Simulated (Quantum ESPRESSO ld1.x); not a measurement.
Problem. The table gives one normalised radial function P(r) = r R(r) of Nd in [Xe] 4f4 6s2 (r in bohr). Method: scalar-relativistic Kohn-Sham, revPBE, spin-unpolarised, spherical densities, point nucleus; computed with ld1.x of Quantum ESPRESSO 7.5.

r              P
0.00289    0.0127
0.003365   0.0165
0.003949   0.0218
0.004597   0.0282
0.005352   0.0364
0.00628    0.0476
0.007311   0.0612
0.008511   0.0783
0.009988   0.1010
0.01163    0.1277
0.01365    0.1622
0.01589    0.2016
0.01849    0.2478
0.0217     0.3032
0.02526    0.3610
0.02941    0.4211
0.03452    0.4819
0.04018    0.5300
0.04678    0.5595
0.05489    0.5579
0.06391    0.5125
0.07499    0.4067
0.08731    0.2450
0.1016     0.0275
0.1193    -0.2424
0.1389    -0.5021
0.1616    -0.7158
0.1897    -0.8292
0.2208    -0.7796
0.2592    -0.5348
0.3017    -0.1368
0.3512     0.3581
0.4122     0.8755
0.4798     1.2534
0.5586     1.4398
0.6555     1.4051
0.7631     1.1952
0.8884     0.8951
1.043      0.5757
1.214      0.3309
1.424      0.1586
1.658      0.0672
1.93       0.0239
2.265      0.0065
2.637      0.0015
3.07       0.0003
3.603      0.0000
4.194      0.0000
4.882      0.0000
5.73       0.0000
6.67       0.0000
7.828      0.0000
9.113      0.0000
10.61      0.0000
12.45      0.0000
14.49      0.0000

Which n and l does it have? It may be an empty orbital.

Solution. n = 4, l = 1: the number of nodes gives n - l - 1 = 2, the rise at small r (about r^(l+1), flatter next to the nucleus through relativity) gives l, and the extent must fit the shell. The curve is that of 4p. 4p: eigenvalue -226.00 eV, 2 radial nodes at r = 0.103, 0.315 bohr, <r> = 0.643 bohr, 90 % of the charge inside 0.935 bohr.
